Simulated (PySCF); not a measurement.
SMILES CC(C)(C)C[SiH2]B(O)O (C5H15BO2Si) (GFN2-xTB optimised geometry):

```
24

C      2.155    -0.106     0.000
C      0.621    -0.106     0.000
C      0.126     1.339     0.000
C      0.132    -0.814    -1.263
C      0.131    -0.847     1.250
Si    -1.732    -0.841     1.657
B     -2.188    -2.224     2.990
O     -1.299    -3.208     3.242
O     -3.359    -2.285     3.692
H      2.539     0.426     0.868
H      2.540     0.380    -0.895
H      2.539    -1.124     0.026
H     -0.957     1.369    -0.081
H      0.414     1.840     0.921
H      0.552     1.887    -0.838
H      0.483    -1.843    -1.285
H      0.504    -0.307    -2.151
H     -0.954    -0.820    -1.301
H      0.459    -1.887     1.184
H      0.650    -0.429     2.118
H     -2.540    -0.978     0.422
H     -2.112     0.517     2.119
H     -1.584    -3.853     3.893
H     -4.007    -1.602     3.536
```

Method: PBE/def2-SVP (PySCF).

**Question.** What are the frontier orbital energies and the dipole moment?

**Answer.** HOMO-2 -7.30 eV, HOMO-1 -6.89 eV, HOMO -6.50 eV, LUMO -0.74 eV, LUMO+1 0.23 eV; dipole moment 1.34 D.

Meta-Löwdin charges at PBE/def2-SVP: C1 -0.30, C2 0.09, C3 -0.30, C4 -0.31, C5 -0.39, Si6 0.38, B7 0.19, O8 -0.44, O9 -0.45, H10 0.09, H11 0.09, H12 0.09, H13 0.10, H14 0.09, H15 0.09, H16 0.09, H17 0.09, H18 0.10, H19 0.10, H20 0.10, H21 -0.09, H22 -0.10, H23 0.32, H24 0.33.
